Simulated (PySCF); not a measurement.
**Worked example: oscillator strength and radiative lifetime**

BeClHSe, SMILES [Be]([Cl])[SeH].

Geometry optimised at PBE-D3(BJ)/def2-TZVP. The values are those of a single conformer.

TDA-B3LYP/def2-SVPD in PySCF 2.14.0 puts the first singlet state with f over 0.02 at 5.41 eV (vertical), with the transition dipole (0.000, 0.000, -0.622) in atomic units.

Problem. Find the oscillator strength, the wavelength and the radiative lifetime that this transition would have in vacuum if emission retraced absorption.

Solution. 
|μ|² = 0.3869 au, so |μ| = 1.58 D. ΔE = 5.41/27.211 = 0.1988 hartree. f = (2/3) ΔE |μ|² = 0.051 (the program prints 0.051).
λ = 1239.84/5.41 = 229 nm; ν = 43635 cm⁻¹.
Einstein's coefficient A = 0.6670 ν² f s⁻¹ (ν in cm⁻¹) = 6.5e7 s⁻¹, so τ = 1/A = 15 ns. This state is S2; the lower singlet has f = 0.002. The figure is the radiative limit of this one transition; relaxation, internal conversion, crossing to triplets and a medium change what is measured.
